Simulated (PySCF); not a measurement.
C7H10O2.
Structure used (PBE0-D3(BJ)/def2-SVP), in Å, numbered top down from 1:
```xyz
19
C7H10O2 angstrom
C     -2.9047    0.6767    0.3583
C     -1.6236    0.1811    0.9442
C     -0.4701   -0.0449    0.2700
C     -0.3846    0.1531   -1.2138
C      0.6506   -0.5297    1.0712
C      1.9637   -0.7529    0.8371
C      2.8445   -0.5089   -0.3181
O      3.8869   -1.0983   -0.4768
O      2.4541    0.4602   -1.1622
H     -3.6204    0.9562    1.1432
H     -2.7548    1.5537   -0.2907
H     -3.3887   -0.0988   -0.2618
H     -1.6219   -0.0202    2.0216
H     -1.3837    0.1611   -1.6686
H      0.1225    1.0956   -1.4649
H      0.2014   -0.6468   -1.6861
H      0.3401   -0.8024    2.0869
H      2.5281   -1.2313    1.6416
H      3.1439    0.5027   -1.8424
```

Method used: PySCF 2.14.0, PBE0-D3(BJ)/def2-SVP geometry optimisation, gas phase.

Masses are those of the commonest isotopes; rigid-rotor values at the optimised geometry. The values belong to one conformer with, in the numbering `[CH3:1]/[CH:2]=[C:3]([CH3:4])/[CH:5]=[CH:6]\[C:7](=[O:8])[OH:9]`, C2–C3–C5–C6 -173°, C5–C6–C7–O8 -159°, C6–C7–O9–H 179°.

Q: What are A, B and C (MHz)?

A: Ia = 115.52, Ib = 651.56, Ic = 742.11 u·Å²; 505379 MHz·u·Å²/I gives A = 4375, B = 775.6, C = 681.0 MHz.

Q: Classify the top.

A: A near-prolate asymmetric top. Ray's parameter κ = (2B − A − C)/(A − C) = -0.949; −1 is the prolate and +1 the oblate limit.

Q: Is it planar, by Δ = Ic − Ia − Ib?

A: Not planar: Δ = Ic − Ia − Ib = -24.98 u·Å². For a rigid frame Δ = −2 Σ m c², so Σ m c² = 12.49 u·Å² lies off the ab plane: 4.19 from hydrogen and 8.29 from heavier atoms. The atom farthest from that plane is 1.19 Å away.

Q: List the rotational levels J(Ka,Kc) to J = 4 (K).

A: Above 0(0,0), as E/k:
J = 1: 1(0,1) 0.070, 1(1,1) 0.243, 1(1,0) 0.247
J = 2: 2(0,2) 0.210, 2(1,2) 0.378, 2(1,1) 0.392, 2(2,1) 0.910, 2(2,0) 0.910
J = 3: 3(0,3) 0.419, 3(1,3) 0.581, 3(1,2) 0.608, 3(2,2) 1.119, 3(2,1) 1.120, 3(3,1) 1.995, 3(3,0) 1.995
J = 4: 4(0,4) 0.698, 4(1,4) 0.851, 4(1,3) 0.897, 4(2,3) 1.399, 4(2,2) 1.400, 4(3,2) 2.274, 4(3,1) 2.274, 4(4,1) 3.499, 4(4,0) 3.499
Those of J = 1 are B + C, A + C and A + B.

Q: Predict some low-J microwave lines.

A: The dipole components are |μa| = 3.15 D, |μb| = 0.94 D, |μc| = 0.44 D. The squared components, which scale the intensities, stand as 1.00 : 0.09 : 0.02 (a : b : c). Some lines, for components of 0.1 D or more:

```
type  branch         J(Ka,Kc)    MHz  lower level (cm⁻¹)
   b       R  3(0,3) ← 2(1,2)    856               0.263
   a       R  1(0,1) ← 0(0,0)   1457               0.000
   c       Q  3(1,3) ← 3(0,3)   3371               0.291
   b       Q  1(1,0) ← 1(0,1)   3694               0.049
   a       R  3(2,2) ← 2(2,1)   4370               0.632
   a       R  3(2,1) ← 2(2,0)   4377               0.632
   a       R  3(1,2) ← 2(1,1)   4511               0.272
   c       R  1(1,0) ← 0(0,0)   5150               0.000
   c       R  2(1,1) ← 1(0,1)   6702               0.049
   c       R  3(1,2) ← 2(0,2)   8301               0.146
   b       Q  3(2,1) ← 3(1,2)  10666               0.423
   b       Q  2(2,0) ← 2(1,1)  10799               0.272
   b       R  2(2,0) ← 1(1,1)  13902               0.169
   b       R  3(2,2) ← 2(1,1)  15167               0.272
   b       R  3(2,1) ← 2(1,2)  15460               0.263
   b       Q  3(3,0) ← 3(2,1)  18224               0.778
   b       Q  3(3,1) ← 3(2,2)  18233               0.778
   b       R  3(3,0) ← 2(2,1)  22603               0.632
```

Q: Estimate the classical rotational partition function at 25 K, 100 K and 200 K.

A: Point group C1, symmetry number σ = 1; q = (√π/σ)·√((kT/h)³/(ABC)), k/h = 20836.6 MHz/K: 13900 at 25 K, 111000 at 100 K, 314000 at 200 K.

Not checked by PBE0-D3(BJ)/def2-SVP frequencies. Zero-point vibration and centrifugal distortion are left out. A rigid rotor knows nothing of internal rotation, which can split or shift real lines.
